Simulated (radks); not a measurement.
Results of a calculation; reference values are marked as such.
Q: Coulomb parameter of the 4f shell of the thulium ion Tm+ in the model configuration [Xe] 4f11.5 6s1 6p1.5, as a second difference U = [E(n + 0.5) + E(n - 0.5) - 2 E(n)] / (0.5)^2 with all orbitals relaxed. "Bare": the charge of the atom changes with n. "Screened": the 6p shell takes up the change at fixed total charge, which measures U(4f,4f) + U(6p,6p) - 2 U(4f,6p). Level of theory: scalar-relativistic Kohn-Sham, PBE, spin-unpolarised, spherical densities, point nucleus (a radial shooting solver on a logarithmic mesh with Libxc functionals). Estimate both.

A: U(bare) = 17.950 eV, U(screened by 6p) = 10.037 eV, against the Slater integral F0(4f,4f) = 34.592 eV with frozen orbitals.
